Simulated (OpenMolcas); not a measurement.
Pt4+ (d6) among equal point charges was computed by CASSCF with the d shell active (OpenMolcas, ANO-RCC-VTZP on the metal). Its lowest spin-free states, and all those of the highest spin:

| 2S+1 | Degeneracy | E (cm-1) |
| --- | --- | --- |
| 5 | 1 | 0.0 |
| 5 | 2 | 404.2 |
| 5 | 1 | 6875 |
| 3 | 1 | 13599 |
| 3 | 2 | 14137 |
| 5 | 1 | 14430 |
| 3 | 1 | 15722 |
| 3 | 2 | 18051 |
| 3 | 1 | 19966 |
| 3 | 1 | 20643 |
| 3 | 1 | 21111 |
| 3 | 2 | 21183 |

Is the site octahedral, tetrahedral or cube-like, axial, or of lower symmetry?

The states with 2S+1 = 5 have orbital degeneracies 1, 2, 1, 1. There are pairs but no triples, so the site is axial: not cubic, but with a proper or improper axis of order three or more. The run had Pt4+ among 5 point charges of -1.5 e arranged as a square pyramid (C4v), 1.92 Å from the ion, with the axial distance 2.285 Å.

Spin-orbit coupling mixes the spin-free states strongly: the lowest level takes only 46 % from its leading state, 2S+1 = 5. Without dynamic correlation the repulsion within the d shell is too large (B by tens of per cent), so at a given field states of lower spin stand too high. This shell can be high or low spin here, a state of another spin lies low, and with metal d orbitals alone active their balance is uncertain, so the ground spin may be wrong. Point charges give a weaker field than real ligands, and real ions of this kind are as a rule low spin; the high spin found here belongs to the model. Point charges carry no covalency, so the field is a model and not that of real ligands. An unlabelled pair can be two single states that coincide in this model. No measured value stands beside these numbers.
